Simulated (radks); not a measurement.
The gallium ion Ga2+, [Ar] 3d10 4s1. Calculated with a radial shooting solver on a logarithmic mesh with Libxc functionals: non-relativistic Kohn-Sham, exchange-only B88, spin-polarised, spherical densities, point nucleus. Every spin shell is full or empty, so the densities are truly spherical. Functionals are evaluated on that one density, not self-consistently. Rank these orbital-free kinetic functionals by their error against the exact value of the orbitals, and give that value: Thomas-Fermi, von Weizsacker, LC94, APBEK, revAPBEK, Perdew 92, Pearson, PG1, DePristo-Kress.

Answer. Exact: 1922.56 hartree. From best to worst, with 100 (|E| - |E exact|)/|E exact| (equal figures are ties): APBEK +0.01, LC94 -0.08, DePristo-Kress -0.17, revAPBEK +0.24, Perdew 92 -0.83, Pearson -1.26, Thomas-Fermi -6.27, PG1 +18.27, von Weizsacker -51.17.
